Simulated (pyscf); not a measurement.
Optimised with ωB97X-D3(BJ)/def2-SVP in PySCF.

Task: What is the homolytic dissociation enthalpy (298 K, ωB97M-D3(BJ)/def2-TZVP) of the Ga–Si bond of HO–SiH₂–GaH–OH (SMILES O[SiH2][GaH][OH]), to HO–SiH₂• + [HO–GaH]•?

Result: Ga–Si to HO–SiH₂• + [HO–GaH]•: 66.1 kcal/mol. The 7 functionals that were run give +61.4 (r²SCAN) to +72.7 kcal/mol (ωB97X-D3(BJ)/def2-TZVP). The radicals are drawn with the spin at the cut bond; how far it spreads was not checked. HO–SiH₂–GaH–OH lies 18.0 kcal/mol over its isomer HO–GaH–O–SiH₃ (electronic energy, ωB97M-D3(BJ)/def2-TZVP). Other isomers of HO–SiH₂•, [HO–GaH]• were not searched in full and may lie lower. Elements up to Kr have no core potential and no relativistic terms here.
